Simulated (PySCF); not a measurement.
Excitations are Tamm–Dancoff values on a coarser integration grid. The basis has no diffuse functions, so Rydberg states are missing or too high.

Z-matrix (Å, degrees):
```
C
O 1 1.2691
H 2 0.9814 1 115.84
H 1 1.0978 2 111.11 3 -179.99
B 1 1.5594 4 118.90 2 -179.99
H 5 1.1884 1 117.89 4 88.45
H 5 1.1884 6 124.15 1 176.81
```
Charge +1, spin multiplicity 1.

**Question.** Predict the S1 excitation (TDA), HOMO, total energy, T1 excitation (TDA), S1 oscillator strength, brightest of the four lowest singlets (TDA), HOMO–LUMO gap and LUMO from TPSSh-D3(BJ)/def2-TZVP (PySCF).

**Answer.** 
```
Property                                            Value
-------------------------------------------  ------------
S1 excitation (TDA)                               5.51 eV
HOMO                                            -15.77 eV
total energy                                 -140.2975 Ha
T1 excitation (TDA)                               4.57 eV
S1 oscillator strength                              0.005
brightest of the four lowest singlets (TDA)       6.78 eV
HOMO–LUMO gap                                     6.18 eV
LUMO                                             -9.59 eV
```
